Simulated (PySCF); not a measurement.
**Which is lower?**

The two ends of one reaction step of SiNH₄F₃, closed shell (PBE0-D4/def2-TZVP).

A:

```
9
angstrom
Si -0.4229 0.9791 -0.2404
N 0.6294 -0.1895 0.4504
F -0.0556 1.0520 -1.7746
F -0.1977 2.4306 0.3550
H -1.8269 0.6120 -0.0334
H 0.0997 -1.7522 -0.1291
F -0.2320 -2.5916 -0.4155
H 0.5713 -0.3190 1.4529
H 1.6036 -0.1367 0.1778
```

B:

Si1  (-0.953, 0.183, -0.343)
N2  (1.034, -0.065, 0.326)
F3  (-0.210, 0.285, -1.769)
F4  (-0.879, 1.459, 0.638)
H5  (-2.344, 0.355, -0.814)
H6  (1.448, -0.891, -0.091)
F7  (-1.111, -1.273, 0.326)
H8  (1.060, -0.170, 1.334)
H9  (1.600, 0.738, 0.074)
(Å)

Program: PySCF 2.14 with density fitting (its default auxiliary sets; JK sets also for MP2 and CCSD(T)). Basis: def2-TZVPP. Cores are frozen in the correlated methods. B3LYP uses VWN-RPA correlation.

**Question.** Which structure is lower at CCSD(T), and by how much? (Judge from chemistry; the value comes from the calculation.)

**Answer.** The calculation gives: B, by 0.754 eV (electronic energy, against the other). By their contacts, A is a complex of SiNH₃F₂ ([NH2][SiH]([F])[F]) + HF and B is SiNH₄F₃ ([NH3][SiH]([F])([F])[F]).

All methods give the same order:

```
   method  E(B) − E(A) (eV)
    SPW92            -0.838
   PBE-D4            -0.706
r2SCAN-D4            -0.830
  PBE0-D4            -0.726
 B3LYP-D4            -0.693
 BHLYP-D4            -0.744
  wB97M-V            -0.810
       HF            -0.676
      MP2            -0.737
     CCSD            -0.747
  CCSD(T)            -0.754
```

The T1 diagnostic stays at or below 0.011.

Labels in which every atom is bracketed show which atoms are joined, not bond orders.

For scale, one of the runs: CCSD(T)/def2-TZVPP, 222 basis functions, launched by `OMP_NUM_THREADS=4 python run.py`. Time: 16 min of wall clock on 4 CPU threads of an Arm Neoverse V2; the host was shared. Peak host memory: 4.6 GiB.
